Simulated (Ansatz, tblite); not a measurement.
Removing an electron: the cluster BaO2⁻. Total charge -1; doublet. Geometry: r2SCAN-D4/def2-TZVPD. Ansatz, gas phase; energy differences of separate SCF runs; the oxidised species is a triplet (the singlet lies 0.81 eV higher at PBE0-D4/def2-TZVPD).

```xyz
3

Ba   -0.1334    0.0458   -0.2016
O    -0.1739   -2.1378   -0.2213
O     0.3073    2.0920    0.4229
```

In the def2 sets Ba takes a core potential; there is no spin–orbit coupling. The xTB rows come from tblite. The structure comes from a short search, and lower isomers may exist.

| level | −HOMO (eV) | vertical IE (eV) | −LUMO (eV) | HOMO–LUMO gap (eV) | remarks |
| --- | --- | --- | --- | --- | --- |
| GFN1-xTB | – | 9.20 | – | – | – |
| r2SCAN-D4/def2-TZVPD | -0.48 | 1.93 | -2.46 | 1.98 | HOMO above zero (-1 doublet) |
| PBE0-D4/def2-TZVPD | 0.06 | 1.74 | -2.61 | 2.67 | – |

Q: Estimate the rows for GFN2-xTB, PBE-D4/def2-TZVPD.

A: 
| level | −HOMO (eV) | vertical IE (eV) | −LUMO (eV) | HOMO–LUMO gap (eV) | remarks |
| --- | --- | --- | --- | --- | --- |
| GFN2-xTB | – | 8.72 | – | – | – |
| PBE-D4/def2-TZVPD | -0.54 | 2.24 | -1.97 | 1.44 | HOMO above zero (-1 doublet) |

  A HOMO above zero means that the electron is unbound at that level or that self-interaction error raises the level; the energy of removing that electron tells which. HOMO and LUMO are the levels of the spin that leaves or enters (xTB has no such levels and no spin-polarisation term). Other spin states of the ions may lie lower, which would lower the ionisation energy or raise the affinity. Raw xTB energy differences between charge states are shifted by several eV; the methods need an empirical correction for them.
